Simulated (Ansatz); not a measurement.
Start from `O[SiH2]I` and change one atom or group to get `O[SiH2][GeH3]`.

Ansatz, PBE0-D4/def2-TZVP geometries, multiplicity 1. Each molecule was computed in one conformer, which needn't be the lowest.

Elements past krypton have def2 core potentials. Scalar relativity is left out up to krypton.

| property | `O[SiH2]I` |
| --- | --- |
| LUMO energy (PBE0/def2-TZVPP) / eV | -0.29 |
| ideal-gas entropy at 298 K and 1 bar (rigid rotor, harmonic PBE0-D4/def2-TZVP) / J/(mol·K) | 310 |
| HOMO–LUMO gap (PBE0/def2-TZVPP) / eV | 7.40 |
| LUMO energy (ωB97M-V/def2-TZVPP) / eV | 1.50 |
| HOMO energy (B3LYP/def2-TZVPP) / eV | -7.44 |
| HOMO energy (PBE/def2-TZVPP) / eV | -6.54 |

(1) What does the change do to each property? (Estimate.)

## Answers

(1) Computed: 
| property | `O[SiH2][GeH3]` | shift |
| --- | --- | --- |
| LUMO energy (PBE0/def2-TZVPP) / eV | -0.31 | -0.02 |
| ideal-gas entropy at 298 K and 1 bar (rigid rotor, harmonic PBE0-D4/def2-TZVP) / J/(mol·K) | 334 | 24 |
| HOMO–LUMO gap (PBE0/def2-TZVPP) / eV | 7.77 | 0.37 |
| LUMO energy (ωB97M-V/def2-TZVPP) / eV | 1.35 | -0.15 |
| HOMO energy (B3LYP/def2-TZVPP) / eV | -7.88 | -0.44 |
| HOMO energy (PBE/def2-TZVPP) / eV | -6.93 | -0.39 |

The zero-point energy changes by 57.7 kJ/mol with +9 modes.

B3LYP here is the variant with VWN-RPA as its local correlation; programs differ in this.

Spin–orbit coupling is left out; it splits and shifts lone-pair levels of the heavy atoms by tenths of an eV.
